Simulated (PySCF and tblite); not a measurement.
C₈H₄Cl₂O₂, numbered as in [cH:1]1[cH:2][o:3][c:4](-[c:7]2[o:8][cH:9][c:10]([Cl:11])[cH:12]2)[c:5]1[Cl:6]. The ensemble was built from 200 distance-geometry starts (ETKDG and KDG, MMFF94s, GFN2-xTB) and rests on GFN2-xTB geometries. Weights use PBE0-D3(BJ)/pcSseg-1 energies plus GFN2-xTB zero-point and thermal terms (modes under about 100 cm⁻¹ blended into free rotors). Symmetry numbers and mirror images are counted. Conformers within 2.5 kcal/mol (GFN2-xTB free energy) were kept, 7 at most. GIAO shieldings: PBE0/pcSseg-1. Shifts are against TMS (¹H), TMS (¹³C) at the same level. Run with PySCF (density fitting) and tblite.

Torsions listed: O3–C4–C7–O8.

Two conformers hold nearly all the population. I: 0°; δ(H12) = 7.37 ppm. II: 180°; δ(H12) = 6.90 ppm. The average over the ensemble at 298.15 K is 7.18 ppm.

Q: What populations and free-energy difference follow from a two-state model?

A: p(I) = (7.18 − 6.90)/(7.37 − 6.90) = 0.60, so K = p(II)/p(I) = 0.68 and G(II) − G(I) = −RT ln K = 0.23 kcal/mol. The weights computed directly are 58.8 % and 41.2 %.


Conformer gaps in pcSseg-1 on xTB geometries can be 2 kcal/mol off for S=O, P=O and other polar bonds.